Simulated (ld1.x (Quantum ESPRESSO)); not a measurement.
**PBE ultrasoft dataset for europium (Eu), fully relativistic all-electron reference.**

- Element: Eu (Z = 63)
- Generator: ld1.x (Quantum ESPRESSO) 7.5
- Type: ultrasoft
- Functional: PBE
- Relativity: fully relativistic
- Frozen core: [Xe]
- Valence charge: 9
- Reference configuration: 4f7 5d0 6s2 6p0
- Partial waves: 6s (bound): rcut 2.10, rcutus 2.80 bohr; 6s channel at 3.85 Ry: rcut 2.10, rcutus 2.80 bohr; 6p (bound, empty): rcut 4.00, rcutus 4.55 bohr; 6p channel at 0.95 Ry: rcut 4.00, rcutus 4.55 bohr; 5d (bound, empty): rcut 3.75, rcutus 4.00 bohr; 5d channel at 0.65 Ry: rcut 3.75, rcutus 4.00 bohr; 4f (bound): rcut 0.85, rcutus 1.00 bohr; 4f channel at 2.3 Ry: rcut 0.85, rcutus 1.00 bohr
- Local potential: all-electron potential smoothed inside 1.65 bohr (lloc = -2)
- Core correction: Bessel-smoothed model core inside 0.80 bohr
- Augmentation charge: PSQ, inside the norm-conserving radii

Open shells are filled in proportion to 2j + 1 (rel_dist='average').

All-electron outer shells of the reference configuration (PBE, scalar-relativistic, ld1.x):

| shell | level (eV) | outermost node (bohr) | outermost maximum (bohr) |
| --- | --- | --- | --- |
| 5s | -44.66 | 0.67 | 1.23 |
| 5p | -23.77 | 0.72 | 1.41 |
| 6s | -3.62 | 1.67 | 3.60 |
| 4f | -2.72 | – | 0.60 |
| 5d | -1.56 | 0.82 | 2.16 |
| 6p | -1.20 | 2.02 | 4.93 |

Task: Does the generator finish with these settings?

Result: No. ld1.x (Quantum ESPRESSO) 7.5 stopped with "chargeps: negative rho": the pseudo-density turned negative during the self-consistent test, most likely because a state had been found with a wrong node count and its wave set to zero before. Before that it printed "Warning: n=1, l=0 expected 0 nodes, found 1".
